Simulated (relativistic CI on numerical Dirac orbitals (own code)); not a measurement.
Line list: Electric-dipole lines, Cl³⁺

Calculated at this level of theory: Dirac-Coulomb-Breit CI, KLI orbitals optimised for each configuration, a model potential for QED, valence Slater integrals scaled by 0.85, P86 correlation energy added to each configuration (own radial code, finite nucleus).

CI space (outside the closed core [Ne]): 3s²3p², 3s3p³, 3s²3p3d, 3p⁴, 3s3p²3d, 3s²3p4s, 3s²3p4p, 3p³3d, 3s²3p4d, 3s²3d4p, 3s²3p4f, 3s²3p5s, 3s²3d², 3s3d³, 3p²3d², 3p3d³, 3p3d²4s, 3p3d²4p, 3p3d²4d, 3s²3d4s, 3s3d²4s, 3s²4s², 3s3d4s². Double excitations out of closed p, d and f shells are left out; levels of such configurations are missing from the list, as are those of other unlisted configurations, and high levels can miss mixing partners. These lack a partner that the ground configuration has and come out too high: 3s²3p4f, 3s²3p5s.

```csv
λ vac (Å),Lower,Upper,A (s⁻¹),gf,Branching (%)
604.59,3s²3p² ³P0 [1],3s3p³ ³S°1 [17],2.04e+09,3.36e-01,11.4
606.36,3s²3p² ³P1 [2],3s3p³ ³S°1 [17],6.02e+09,9.96e-01,33.6
609.45,3s²3p² ³P2 [3],3s3p³ ³S°1 [17],9.85e+09,1.65e+00,55.0
660.19,3s²3p² ¹D2 [4],3s3p³ ³S°1 [17],1.01e+07,1.98e-03,0.1
745.78,3s²3p² ¹S0 [5],3s3p³ ³S°1 [17],1.22e+06,3.05e-04,0.0
1531.5,3s²3p4p ³D3 [55],3s²3p5s ³P°2 [110],7.89e+08,1.39e+00,16.6
2697.8,3s²3p4s ³P°2 [32],3s²3p4p ³P2 [58],2.94e+08,1.60e+00,17.5
3035.7,3s²3p4s ³P°1 [29],3s²3p4p ³D2 [54],1.97e+08,1.36e+00,11.2
3049.3,3s²3p4s ³P°2 [32],3s²3p4p ³D3 [55],2.42e+08,2.36e+00,13.8
```

Terms are leading LS components. Brackets give the number of a level in order of energy, since labels repeat. The list gives strong lines, with weight on those to low levels, without lines whose two gauges differ by over a factor of 2.5, among the lowest 167 of 1221 levels, so that lines to higher ones, which can be the strongest, are missing, and without lines across small gaps between configurations, and without 214 lines that miss the measured interval by over 3.5 %, start from a term whose rates miss tabulated ones by over 60 %, have gauges far apart or, lacking measured levels, span too small a gap for the errors found; lines with a level outside our table were not tested and can miss by more. Levels whose partners in the same complex of configurations lie outside the list can be far off, and so can their lines. Rates are taken at the computed energies, electric ones in the length gauge.

For a near-neutral ion this model can misplace configurations by up to about 10,000 cm⁻¹ (more where the count of f electrons changes) and terms by 10 to 25 % of their spread. Rates follow the energies as ν³ (E1, M1) or ν⁵ (E2), so they and the lifetimes can be off by large factors. The fine structure of a lone outer electron comes out too small, for d and f at times inverted, and misplaced configurations move strength between like terms. 24 of the 24 excited levels that our extract of the measured tables holds in this range could be paired (the sources list more); they are missed by 9295 cm⁻¹ on average and 14170 at most, and levels without a partner can miss by more.

Task: From the table, what is the radiative lifetime of 3s3p³ ³S°1?

Result: The listed rates from this level add up to about 1.79e+10 s⁻¹, 100 % of its decay; with all channels τ = 5.58e-11 s.

LS names give the leading component of a level, which can be under half, so a name can repeat, a term be missing and a line seem to break the LS rules.
